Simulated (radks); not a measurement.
Problem. Species: the tin ion Sn32+. Configuration: [Ar] (the NIST ground configuration). Calculated with a radial shooting solver on a logarithmic mesh with Libxc functionals: Dirac Kohn-Sham, LDA (Slater exchange, Perdew-Wang correlation), spin-unpolarised, spherical densities, finite nucleus; Fermi nuclear charge, rms radius 4.6519 fm.

Spin-orbit splittings of the eigenvalues, e(l+1/2) - e(l-1/2), with zeta = 2 splitting/(2l+1) and mean radii in bohr:

shell  occ.  splitting (eV)  zeta (eV)  <r> j=l-1/2  <r> j=l+1/2
2p        6               ?          ?       0.1048       0.1100
3p        6           54.86      36.57       0.2952       0.3035

Estimate the 2p splitting.

Solution. 233.8 eV (zeta = 155.9 eV).
